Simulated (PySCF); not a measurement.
## Correlation energy of Al⁺ (aluminium, charge +1)

[Ne] 3s2, closed-shell 1S. Computed with PySCF 2.14 in jorge-DZP-DKH (7s4p1d, 24 functions), with the spin-free X2C one-electron Hamiltonian (Gaussian nucleus). Frozen: [Ne]; 2 electrons correlated.

Total MP2 correlation energy: -25.44 mhartree.

Same-spin part 0.00 and opposite-spin part -25.44 mhartree; SCS-MP2 scales them by 1/3 and 6/5 to -30.53 mhartree.

With two correlated electrons CCSD is exact within the correlated space (frozen core and kept virtual orbitals).

```tsv
level	correlation energy (mhartree)
CCSD	-38.51
```

Diagnostics: T1 = 0.0073, D1 = 0.0103, largest double amplitude 0.113.

Problem. Is a single reference adequate?

Solution. Mostly. T1 lies below 0.03, but a double amplitude of this size points to a near-degeneracy that CCSD handles and MP2 describes poorly.
